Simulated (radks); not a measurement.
Q: The mean radii <r> (bohr) of the occupied orbitals of an atom or ion are listed with their occupations. All-electron calculation, scalar-relativistic Kohn-Sham, BLYP, spin-polarised, spherical densities, finite nucleus; Fermi nuclear charge, rms radius of each element as measured or else 0.836 A^(1/3) + 0.57 fm. Program: a radial shooting solver on a logarithmic mesh with Libxc functionals.

orbital  occ.      <r>
1s up       1  0.07680
1s down     1  0.07680
2s up       1   0.3604
2s down     1   0.3601
2p up       3   0.3225
2p down     3   0.3222
3s up       1   0.9745

Name the element and its charge. Open shells, if any, are filled with parallel spins first.

A: Z = 20, calcium, charge +9: Ca9+ in [Ne] 3s1. The 1s radius gives Z: for a bare nucleus <r> = (2 gamma + 1)/(2Z) with gamma = sqrt(1 - (Z/c)^2), 0.07446 bohr for Z = 20, and screening makes it slightly larger (0.07680 here). The occupations add up to 11, and the charge is Z minus that.
